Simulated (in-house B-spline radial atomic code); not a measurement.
Results of a calculation; reference values are marked as such.
## What the choice of pseudopotential does to G0W0 on PBE0: Au⁺

All numbers come from an all-electron radial atomic-structure program (B-spline basis), non-relativistic (model numbers for so heavy an element), configuration [Xe] 4f14 5d10, open shells at high spin. Semilocal Troullier-Martins pseudo-atoms, one channel per l, are made with PBE or LDA for several valence sets and radii, with or without a model core, and set against the all-electron atom. One channel fits only the lowest state of its l, so a second state of that l is approximate. All electrons give 5d: PBE0 -17.552 eV, G0W0 -21.845 eV. Potentials are made in the ion's own configuration unless the neutral atom is named, and a smooth local potential serves every l without a channel. Potentials that miss their own reference levels by more than 6 millihartree, or need radii over 3.5 bohr, are left out. Columns give pseudo minus all-electron, in eV; a dash marks a level in the core or of low weight.

```json
{"valence": "5d", "made with": "PBE", "radii (bohr)": "s 3.34 p 3.40 d 1.58", "model core (bohr)": "none", "5d PBE0": "+0.57", "5d G0W0": "+2.46"}
{"valence": "5d", "made with": "PBE", "radii (bohr)": "s 2.95 p 3.40 d 1.40", "model core (bohr)": "1.08", "5d PBE0": "+0.84", "5d G0W0": "+2.69"}
{"valence": "5p 5d", "made with": "PBE, neutral atom", "radii (bohr)": "s 2.16 p 0.80 d 0.97", "model core (bohr)": "none", "5d PBE0": "+0.11", "5d G0W0": "+0.60"}
{"valence": "5p 5d", "made with": "LDA, neutral atom", "radii (bohr)": "s 2.65 p 0.99 d 1.22", "model core (bohr)": "none", "5d PBE0": "+0.04", "5d G0W0": "+0.62"}
{"valence": "5p 5d", "made with": "PBE, neutral atom", "radii (bohr)": "s 3.40 p 1.29 d 1.58", "model core (bohr)": "none", "5d PBE0": "+0.08", "5d G0W0": "+0.82"}
{"valence": "5p 5d", "made with": "PBE, neutral atom", "radii (bohr)": "s 2.16 p 0.80 d 0.97", "model core (bohr)": "0.80", "5d PBE0": "+0.08", "5d G0W0": "+0.57"}
{"valence": "5s 5p 5d", "made with": "LDA", "radii (bohr)": "s 1.22 p 1.29 d 1.58", "model core (bohr)": "none", "5d PBE0": "-0.02", "5d G0W0": "-0.01"}
{"valence": "5s 5p 5d", "made with": "LDA, neutral atom", "radii (bohr)": "s 1.08 p 1.15 d 1.40", "model core (bohr)": "0.77", "5d PBE0": "-0.06", "5d G0W0": "-0.09"}
{"valence": "5s 5p 5d", "made with": "PBE, neutral atom", "radii (bohr)": "s 1.22 p 1.29 d 1.58", "model core (bohr)": "0.77", "5d PBE0": "-0.13", "5d G0W0": "-0.12"}
{"valence": "5s 5p 4f 5d", "made with": "PBE, neutral atom", "radii (bohr)": "s 0.94 p 0.99 d 1.22 f 1.25", "model core (bohr)": "none", "5d PBE0": "-0.13", "5d G0W0": "-0.60"}
{"valence": "5s 5p 4f 5d", "made with": "PBE", "radii (bohr)": "s 1.08 p 1.15 d 1.40 f 1.44", "model core (bohr)": "none", "5d PBE0": "-0.08", "5d G0W0": "-0.60"}
{"valence": "5s 5p 4f 5d", "made with": "PBE, neutral atom", "radii (bohr)": "s 1.22 p 1.29 d 1.58 f 1.63", "model core (bohr)": "none", "5d PBE0": "-0.20", "5d G0W0": "-0.81"}
{"valence": "5s 5p 4f 5d", "made with": "LDA", "radii (bohr)": "s 0.94 p 0.99 d 1.22 f 1.25", "model core (bohr)": "0.58", "5d PBE0": "-0.07", "5d G0W0": "-0.53"}
{"valence": "5s 5p 4f 5d", "made with": "LDA, neutral atom", "radii (bohr)": "s 1.22 p 1.29 d 1.58 f 1.63", "model core (bohr)": "0.58", "5d PBE0": "-0.17", "5d G0W0": "-0.77"}
```

(1) How does the G0W0 shift of 5d, which all sets hold, depend on the valence set?

## Answers

(1) Mean size: 5s 5p 5d: 0.07 eV; 5p 5d: 0.65 eV; 5s 5p 4f 5d: 0.66 eV; 5d: 2.58 eV. A larger valence set can do worse when it takes only part of a shell, whose exchange with the frozen rest is then left to the functional. The means mix radii and the functional used in making the potentials.
